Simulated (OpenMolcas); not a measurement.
## Tb3+ in Cs2NaYF6: curves along the breathing mode

Tb3+ with its 6 nearest fluoride ions, on the Y site of Cs2NaYF6 (a = 9.075 Å, distance in the model lattice 2.178 Å). The rest of the host is ab initio model potentials to 7.6 Å, with orthogonalisation functions on the cations behind the ligands, and point charges beyond; the distance is set by hand and nothing relaxes. Ligand basis ANO-RCC-VDZP.

* Program: OpenMolcas 26.06
* Method: CASSCF
* Basis: ANO-RCC-VDZP [7s6p4d2f1g]
* Scalar Hamiltonian: DKH2, point nucleus
* Active space: 8 electrons in 7 orbitals (4f)
* State averaging: 2S+1 = 7 even, 7 roots; 2S+1 = 5 even, 62 roots kept (CI in the orbitals of an earlier block); 2S+1 = 3 even, 3 roots kept (CI in the orbitals of an earlier block, 0 in the spin-orbit step)
* Spin-orbit coupling: RASSI with atomic mean-field integrals over the reference wave functions

Spin-free energies (labels of O, the rotations of Oh) in cm-1 above the lowest fitted minimum, as all ligands move together:

```csv
R (Å),7A2,7T2,7T1,5E,5T2,5A1,5T1
2.068,7150,7810,9010,33410,33460,36360,36440
2.116,2430,3000,4030,28590,28630,31630,31700
2.165,250,750,1640,26340,26370,29460,29520
2.214,320,760,1540,26340,26370,29530,29580
2.262,2230,2630,3310,28200,28220,31440,31490
2.311,5810,6160,6760,31720,31740,35020,35060
2.36,10820,11140,11670,36700,36720,40040,40070
```

Cubic fits give the following; the wavenumber is harmonic, with the mass of all moving ligands, small differences in it between states hang on the degree of the fit, a number in brackets counts states of one label, and the table is a selection of at most 14 states with clean curves.

| State | R0 (Å) | Breathing mode (cm-1) | Minimum (cm-1) |
| --- | --- | --- | --- |
| 7A2 | 2.188 | 511 | 0 |
| 7T2 | 2.190 | 511 | 470 |
| 7T1 | 2.192 | 512 | 1300 |
| 5E | 2.190 | 511 | 26050 |
| 5T2 | 2.190 | 511 | 26080 |
| 5A1 | 2.188 | 511 | 29210 |
| 5T1 | 2.188 | 511 | 29270 |
| 5E(2) | 2.188 | 511 | 29300 |
| 5T2(2) | 2.189 | 511 | 29650 |
| 5T1(2) | 2.191 | 511 | 29980 |
| 5E(3) | 2.191 | 511 | 30120 |
| 5T2(3) | 2.191 | 512 | 30200 |
| 5T2(4) | 2.190 | 512 | 30910 |
| 5T1(3) | 2.190 | 511 | 31180 |

For an f ion spin-orbit coupling outweighs the ligand field, so these spin-free curves are not those of observable levels.

High states are left out of the spin-orbit mixing, which shifts the levels that they would mix with. Without dynamic correlation the ligand-field splitting of an f shell can come out too small, at times by half. No measured value stands beside these numbers.
